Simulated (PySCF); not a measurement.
Compound: C₇H₉FO.
Atom-mapped SMILES: `[CH2:1]=[C:2]1[C:3](=[CH2:4])[C@H:5]([F:6])[C@@H:7]1[O:8][CH3:9]` (hydrogens: H10, H11 on C1; H12, H13 on C4; H14 on C5; H15 on C7; H16, H17, H18 on C9)

Computed with PySCF at PBE0/pcSseg-1 and CAM-B3LYP/def2-SVPD, non-relativistic, on one gas-phase PBE0-D3(BJ)/def2-SVP geometry that isn't relaxed in the solvent. The solvent is an IEF-PCM continuum (van der Waals radii × 1.2). Specific hydrogen bonds and non-electrostatic terms are outside this model.

Gas phase at PBE0/pcSseg-1: HOMO -7.00 eV, LUMO -1.61 eV, dipole 1.81 D.

Question: What does the continuum do to the energy, the frontier levels and the dipole at PBE0/pcSseg-1 in dichloromethane and dimethylsulfoxide?

Answer: 
```csv
solvent,ε,E(solvent) − E(gas) (kcal/mol),polarisation term (kcal/mol),distortion of the solute (kcal/mol),HOMO (eV),LUMO (eV),dipole (D)
dichloromethane,8.93,-4.98,-5.63,0.65,-7.01,-1.59,2.32
dimethylsulfoxide,46.83,-5.94,-6.90,0.96,-7.02,-1.60,2.44
```

The polarisation term is half the interaction of the solute with the surface charges that it induces; the rest is the cost of distorting the solute's density. The sum is the electrostatic part of solvation alone. From dichloromethane to dimethylsulfoxide the lowering changes by a factor 1.19, Onsager's factor (ε − 1)/(2ε + 1) by 1.15 and ε itself by 5.2.

Question: Which radius a makes the point-dipole formula ΔE = −[(ε − 1)/(2ε + 1)]·μ²/a³ give the value in dimethylsulfoxide, with the gas-phase dipole?

Answer: μ = 0.713 au and |ΔE| = 0.00946 Eh give a = 1.57 Å; the farthest nucleus lies 3.60 Å from the centroid of the nuclei, so such a sphere wouldn't even hold the nuclei. The formula assumes a rigid point dipole at the centre of a sphere.

Question: Which Mulliken charges (PBE0/pcSseg-1) respond most in dichloromethane (means over atoms taken as equivalent)?

Answer: 
```
atoms                      environment  gas (e)  solvent (e)  change
   C2  fully substituted alkene carbon   -0.216       -0.246  -0.030
   O8                     ether oxygen   -0.475       -0.505  -0.030
   C3  fully substituted alkene carbon   -0.292       -0.316  -0.024
  H14                 methine hydrogen   +0.107       +0.128  +0.021
  H15                 methine hydrogen   +0.108       +0.128  +0.020
   F6                   alkyl fluorine   -0.318       -0.335  -0.017
  H10                 vinylic hydrogen   +0.122       +0.138  +0.016
  H12                 vinylic hydrogen   +0.126       +0.141  +0.015
  H13                 vinylic hydrogen   +0.127       +0.139  +0.012
   C9                   methoxy carbon   -0.038       -0.048  -0.010
  H11                 vinylic hydrogen   +0.126       +0.136  +0.010
   C1             terminal =CH2 carbon   -0.039       -0.048  -0.009
```

Question: Which Mayer bond orders change most in dichloromethane?

Answer: 
```tsv
bond	length (Å)	gas	solvent	change
C5–F6	1.366	0.906	0.884	-0.022
C7–O8	1.384	0.966	0.950	-0.016
O8–C9	1.400	0.925	0.915	-0.010
C5–C7	1.570	0.963	0.972	+0.009
C1–H10	1.093	0.921	0.917	-0.004
C4–H12	1.093	0.928	0.924	-0.004
C5–H14	1.104	0.939	0.935	-0.004
C2–C3	1.474	0.989	0.986	-0.003
```

Gas phase at CAM-B3LYP/def2-SVPD: HOMO -8.29 eV, LUMO -0.62 eV, dipole 1.94 D.

Question: What does the continuum do to the energy, the frontier levels and the dipole at CAM-B3LYP/def2-SVPD in dichloromethane and dimethylsulfoxide?

Answer: 
```csv
solvent,ε,E(solvent) − E(gas) (kcal/mol),polarisation term (kcal/mol),distortion of the solute (kcal/mol),HOMO (eV),LUMO (eV),dipole (D)
dichloromethane,8.93,-5.08,-5.92,0.84,-8.26,-0.56,2.61
dimethylsulfoxide,46.83,-6.10,-7.35,1.25,-8.27,-0.56,2.78
```

Question: How does the static polarisability (CAM-B3LYP/def2-SVPD, frozen core, with the continuum's full static response) change?

Answer: 
```
           medium  isotropic (au)  principal values (au)  ⟨r²⟩ of the electrons (bohr²)
              gas            91.4      66.0, 99.0, 109.1                         1217.9
  dichloromethane           118.4     86.5, 125.3, 143.2                         1216.1
dimethylsulfoxide           124.0     91.9, 129.9, 150.2                         1215.8
```

The isotropic value in dimethylsulfoxide is 1.36 times the gas-phase one; no cavity-field correction is applied. ⟨r²⟩ is taken about the centre of nuclear charge.

The values belong to the conformer `[CH2:1]=[C:2]1[C:3](=[CH2:4])[C@H:5]([F:6])[C@@H:7]1[O:8][CH3:9]`: C5–C7–O8–C9 79°.
